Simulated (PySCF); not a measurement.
TDDFT excited states: C3H5FN2Si

Compound: C3H5FN2Si.
SMILES with atom numbers: `[N:1]#[C:2]/[C:3]([CH2:4][F:5])=[N:6]\[SiH3:7]` (hydrogens: H8, H9 on C4; H10, H11, H12 on Si7)

Computed, not measured: TDDFT CAM-B3LYP/def2-SVPD, vertical, gas phase, core orbitals frozen in the response in PySCF. Geometry: GFN2-xTB, one conformer, isolated molecule. Torsions of this conformer, `[N:1]#[C:2]/[C:3]([CH2:4][F:5])=[N:6]\[SiH3:7]`: C2–C3–C4–F5 -24°.

| state | E (eV) | E (hartree) | f | \|μ\| (D) | main configurations (H = HOMO, L = LUMO) |
| --- | --- | --- | --- | --- | --- |
| S1 | 3.81 | 0.1401 | 0.0015 | 0.32 | H→L (96%) |
| S2 | 6.20 | 0.2279 | 0.0002 | 0.09 | H-3→L (79%), H-2→L (14%) |
| S3 | 6.26 | 0.2302 | 0.285 | 3.46 | H-1→L (87%) |
| S4 | 6.95 | 0.2553 | 0.014 | 0.74 | H→L+1 (90%) |
| S5 | 7.08 | 0.2603 | 0.0014 | 0.23 | H-2→L (77%), H-3→L (16%) |
| S6 | 7.32 | 0.2690 | 0.075 | 1.65 | H-4→L (80%) |
| S7 | 7.62 | 0.2799 | 0.018 | 0.79 | H→L+2 (54%), H-6→L (18%), H→L+3 (8%) |
| S8 | 7.65 | 0.2812 | 0.040 | 1.17 | H-6→L (55%), H-5→L (22%), H→L+2 (10%) |

Triplets, Tamm–Dancoff:

```tsv
state	E (eV)	λ (nm)	main configurations (H = HOMO, L = LUMO)
T1	3.22	384.7	H→L (95%)
T2	4.10	302.2	H-1→L (84%)
T3	5.81	213.2	H-3→L (75%), H-2→L (12%)
```

The lowest singlet lies at 3.81 eV (325 nm, ultraviolet) and is very weak; its leading configuration is HOMO→LUMO (96%). The most intense listed level is S3 at 6.26 eV (198 nm, f = 0.285), 2.45 eV above S1. Löwdin shares by element: HOMO nitrogen 57% or more, silicon 11%, carbon 10% or more, hydrogen 7% or more (atoms not listed hold the other 16%); LUMO nitrogen 44%, carbon 40% or more (atoms not listed hold the other 16%). Of the 8 states listed, 5 reach f = 0.01 and 1 stays under 0.0005. Weighted by f, the mean energy of these states is 6.65 eV. The listed states span 3.84 eV, and the widest gap between neighbours is 2.39 eV (S1 to S2). Only the lowest 8 singlets were computed, as vertical energies without vibronic structure.

Hardware: one thread, Arm Neoverse V2 (aarch64), no GPU, shared host with 96 logical CPUs at a one-minute load of 64. Cost: 35 s of wall time, 0.82 GiB resident at most.
